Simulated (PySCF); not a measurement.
C3H9FSi2, SMILES F[C@]1([SiH3])C[C@H]1[SiH3].

Geometry optimised at r2SCAN-D4/def2-SVP. The structure was generated by enumeration; whether it is a known compound was not checked.

Two levels are set side by side: TDA-PBE/def2-SVPD (PySCF) and TDA-B3LYP/def2-SVPD (PySCF). Vertical, same geometry. The lowest singlet is HOMO→LUMO 96 % with PBE and HOMO→LUMO 87 % with the other functional; states are paired by order. Differences are taken from unrounded values.

| quantity | TDA-B3LYP | TDA-PBE | TDA-PBE minus TDA-B3LYP |
|---|---|---|---|
| lowest singlet excitation (eV) | 7.19 | 6.45 | -0.74 |
| lowest triplet excitation (TDA) (eV) | 6.96 | 6.29 | -0.67 |

Functionals without exact exchange tend to place singlet excitations lower, as here. Differences between two approximate levels are no errors against the true value.

Rough cost on one machine, each run with all the roots and properties that it gave: TDA-B3LYP against TDA-PBE about 3 times.
